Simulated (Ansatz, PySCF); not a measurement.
AuCl4, SMILES [Cl][Au-]([Cl])([Cl])[Cl], charge -1, multiplicity 1.

Geometry: PBE-D3(BJ)/def2-SVPD. The spin state was assumed, not searched. The isomer is the one that the SMILES or the coordinates give; other isomers of the formula were not compared. The def2 effective core potentials stand for the cores of Au; spin–orbit coupling is left out.

Estimates of the vertical detachment energy (IE) of the anion in eV. Rows of orbital energies are one-electron estimates, which approximate functionals can put far too low.

```
level                                                             IE
--------------------------------------------------------------  ----
−ε(HOMO), −ε(LUMO), CAM-B3LYP/def2-SVPD (PySCF)                    …
ΔSCF, PBE0/def2-TZVPD (Ansatz), final states of multiplicity 2  5.85
```

What belongs in the gaps? (The exact figures need the calculation; the answer reports its results.)


- −ε(HOMO), −ε(LUMO), CAM-B3LYP/def2-SVPD (PySCF), IE: 5.49

What vertical singlet–triplet gap does ΔSCF give with PBE0/def2-TZVPD (Ansatz, an electronic-structure program)? (An estimate is asked for; the answer gives what the named calculation found.)

2.13 eV (triplet above singlet where positive).
